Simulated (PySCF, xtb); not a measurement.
VOCl2, SMILES [O]=[V+]([Cl])[Cl], charge +1, multiplicity 1.

xtb with GFN2-xTB at its own geometry gives an orbital gap of 1.39 eV.

Geometry optimised at PBE0-D3(BJ)/def2-SVP. The spin state was assumed, not searched. The isomer is the one that the SMILES or the coordinates give; other isomers of the formula were not compared.

Question: What does PBE/def2-TZVPD in PySCF give? (An estimate is asked for; the answer gives what the named calculation found.)

Answer: gap 2.10 eV (levels -13.96 and -11.86 eV).
